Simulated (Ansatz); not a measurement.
`[CH3][Zr]([NH2])([F])[F]` and `[CH3][Zr]([NH2])([OH])[F]` differ in one atom or group.

Ansatz, PBE0-D4/def2-TZVP geometries, multiplicity 1. Each molecule was computed in one conformer, which needn't be the lowest.

Elements past krypton have def2 core potentials.

```csv
property,`[CH3][Zr]([NH2])([F])[F]`
HOMO–LUMO gap (ωB97M-V/def2-TZVPP) / eV,10.56
HOMO–LUMO gap (PBE/def2-TZVPP) / eV,4.56
HOMO energy (B3LYP/def2-TZVPP) / eV,-7.44
zero-point energy (PBE0-D4/def2-TZVP) / kJ/mol,164.8
LUMO energy (PBE/def2-TZVPP) / eV,-1.76
"ideal-gas entropy at 298 K and 1 bar (rigid rotor, harmonic PBE0-D4/def2-TZVP) / J/(mol·K)",385
```

Task: What does the change do to each property? (Estimate.)

Result: Computed: 
```
                                                                                  property  `[CH3][Zr]([NH2])([OH])[F]`  shift
                                                   HOMO–LUMO gap (ωB97M-V/def2-TZVPP) / eV                        10.25  -0.31
                                                       HOMO–LUMO gap (PBE/def2-TZVPP) / eV                         4.68   0.12
                                                       HOMO energy (B3LYP/def2-TZVPP) / eV                        -7.03   0.41
                                            zero-point energy (PBE0-D4/def2-TZVP) / kJ/mol                        192.3   27.5
                                                         LUMO energy (PBE/def2-TZVPP) / eV                        -1.24   0.52
ideal-gas entropy at 298 K and 1 bar (rigid rotor, harmonic PBE0-D4/def2-TZVP) / J/(mol·K)                          396     11
```

With PBE0 the HOMO rises by 0.41 eV and the LUMO rises by 0.50 eV, so the gap widens by about 0.09 eV. PBE moves the HOMO by 0.40 eV and ωB97M-V by 0.40 eV. The zero-point energy changes by 27.5 kJ/mol with +3 modes.

B3LYP here is the variant with VWN-RPA as its local correlation; programs differ in this.
